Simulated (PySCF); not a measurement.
## Ligand-field analysis of [MoBr6]2-

[MoBr6]2- holds Mo(IV), d2, at total charge -2. The structure is a model geometry with rigid ligands and bond lengths from ionic radii, not a minimum; coordination octahedral, point group Oh, metal–donor distances 2.51 Å.

The d shell alone is too small an active space for [MoBr6]2- (an active orbital has only 0.58 squared overlap with the free ion's shell): its levels, fitted parameters, g values and moments show what this model gives and aren't sound predictions.

```
7

Mo    0.0000    0.0000    0.0000
Br    0.0000    0.0000    2.5100
Br    0.0000    0.0000   -2.5100
Br    2.5100    0.0000    0.0000
Br   -2.5100    0.0000    0.0000
Br    0.0000    2.5100    0.0000
Br    0.0000   -2.5100    0.0000
```

Method (PySCF 2.14, density fitting): CASSCF(2,5) with orbitals averaged over all microstates of the shell, strongly contracted NEVPT2 on the averaged canonical orbitals; basis x2c-TZVPall on the metal, x2c-SVPall elsewhere; spin-free X2C; IEF-PCM water; spin-orbit coupling by state interaction with the mean-field operator over all roots.

## Spin-free states

```tsv
2S+1	deg.	symmetry	free-ion term	CASSCF / cm⁻¹	NEVPT2 / cm⁻¹	f(ED)
3	3	3T1g	3F 0.88	0	0	–
1	3	1T2g	1D 0.52	9116	7650	–
1	2	1Eg	1G 0.53	9350	7832	–
1	1	1A1g	1G 0.58	21388	17654	–
3	3	3T2g	3F 1.00	22446	25645	0
3	3	3T1g	3P 0.88	29687	30349	0
1	3	1T2g	1G 0.52	30946	32226	–
1	3	1T1g	1G 1.00	33477	34174	–
3	1	3A2g	3F 1.00	46841	51423	0
1	2	1Eg	1D 0.53	55451	57598	–
1	1	1A1g	1S 0.58	65302	63866	–
```

Energies are counted from the ground state at NEVPT2 level. Weights follow the labels. f(ED) is the electric-dipole oscillator strength from the ground state at the fixed geometry, without vibronic coupling; occupations, where given, run over the ligand-field orbitals from the lowest.

## Ligand-field fit

```tsv
cm⁻¹	CASSCF
10Dq	23240
B	563
B, free ion	865
C	2364
C, free ion	3518
rms of the fit	628
```

```csv
orbital,CASSCF / cm⁻¹,metal share,main function
1,0,0.89,degenerate set
2,0,0.89,degenerate set
3,0,0.89,degenerate set
4,23240,0.68,degenerate set
5,23240,0.68,degenerate set
```

ζ = 508 cm⁻¹, against 885 for the free ion. Spin-orbit coupling on the heavy ligands mixes in, so a single ζ doesn't describe the levels.

Spin-orbit levels:

```json
{"E / cm⁻¹": "0.0", "deg.": "2", "make-up": "0.99 3T1g"}
{"E / cm⁻¹": "15.9", "deg.": "3", "make-up": "0.99 3T1g"}
{"E / cm⁻¹": "941.3", "deg.": "3", "make-up": "1.00 3T1g"}
{"E / cm⁻¹": "1324.1", "deg.": "1", "make-up": "1.00 3T1g"}
{"E / cm⁻¹": "8176.3", "deg.": "3", "make-up": "0.99 1T2g"}
{"E / cm⁻¹": "8377.5", "deg.": "2", "make-up": "0.99 1Eg"}
{"E / cm⁻¹": "18202.3", "deg.": "1", "make-up": "0.99 1A1g"}
{"E / cm⁻¹": "25756.0", "deg.": "1", "make-up": "1.00 3T2g"}
{"E / cm⁻¹": "25939.7", "deg.": "3", "make-up": "0.99 3T2g"}
{"E / cm⁻¹": "26308.7", "deg.": "2", "make-up": "0.99 3T2g"}
{"E / cm⁻¹": "26313.4", "deg.": "3", "make-up": "0.99 3T2g"}
{"E / cm⁻¹": "30385.3", "deg.": "1", "make-up": "1.00 3T1g"}
{"E / cm⁻¹": "30620.9", "deg.": "3", "make-up": "0.99 3T1g"}
{"E / cm⁻¹": "30971.2", "deg.": "3", "make-up": "0.92 3T1g + 0.08 1T2g"}
{"E / cm⁻¹": "31164.0", "deg.": "2", "make-up": "0.99 3T1g"}
{"E / cm⁻¹": "32895.7", "deg.": "3", "make-up": "0.92 1T2g + 0.08 3T1g"}
{"E / cm⁻¹": "34734.2", "deg.": "3", "make-up": "0.99 1T1g"}
{"E / cm⁻¹": "51958.0", "deg.": "3", "make-up": "1.00 3A2g"}
{"E / cm⁻¹": "58126.5", "deg.": "2", "make-up": "1.00 1Eg"}
{"E / cm⁻¹": "64398.9", "deg.": "1", "make-up": "1.00 1A1g"}
```

Charge-transfer states lie outside this active space and may come lower than some of these levels. The ground state is orbitally degenerate in this regular structure, which would distort (Jahn–Teller), so its moment is that of the undistorted model. NEVPT2 lifts 3T2g from 22446 to 25645 cm⁻¹; on the d shell alone it tends to overshoot states that fill the eg-type orbitals. NEVPT2 on the d shell alone tends to put d–d bands too high for such charged or covalently bound ions.

The job took 3.2 min on one thread of Arm Neoverse V1 (shared host), with 255 basis functions and a peak of 0.95 GiB, launched as `OMP_NUM_THREADS=1 python lf_run.py task.json out`.
